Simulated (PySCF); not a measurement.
SMILES [SiH3][Si](C)(C)F (C2H9FSi2), singlet, CAM-B3LYP/def2-SVP optimised geometry.

```
14

C      0.61    -1.89    -1.92
Si    -0.01    -0.12    -1.85
C     -1.87    -0.06    -1.94
F      0.57     0.64    -3.18
Si     0.83     1.04     0.00
H      0.26    -2.46    -1.04
H      1.71    -1.92    -1.92
H      0.25    -2.39    -2.82
H     -2.24     0.98    -1.96
H     -2.32    -0.56    -1.06
H     -2.24    -0.56    -2.84
H      2.32     1.04     0.00
H      0.36     2.46     0.00
H      0.37     0.40     1.27
```

Density from CAM-B3LYP/def2-TZVP (PySCF) at that geometry.

Minimum of the electron density along straight lines between bonded atoms, close to the bond critical point (lines longer than 1.1 times the sum of covalent radii, or with two minima, are not listed):

```tsv
bond	length / Å	ρ at the minimum / e bohr⁻³	∇²ρ there / e bohr⁻⁵	position (fraction from the first atom)
C1–Si2	1.868	0.126	0.16	0.61
Si2–C3	1.868	0.126	0.16	0.39
Si2–F4	1.638	0.126	0.82	0.42
Si2–Si5	2.348	0.099	-0.18	0.50
C1–H6	1.102	0.266	-0.87	0.64
C1–H7	1.100	0.268	-0.88	0.64
C1–H8	1.101	0.267	-0.87	0.64
C3–H9	1.100	0.268	-0.88	0.64
C3–H10	1.102	0.266	-0.87	0.64
C3–H11	1.101	0.267	-0.87	0.64
Si5–H12	1.491	0.119	0.15	0.49
Si5–H13	1.491	0.119	0.15	0.49
Si5–H14	1.493	0.118	0.15	0.49
```
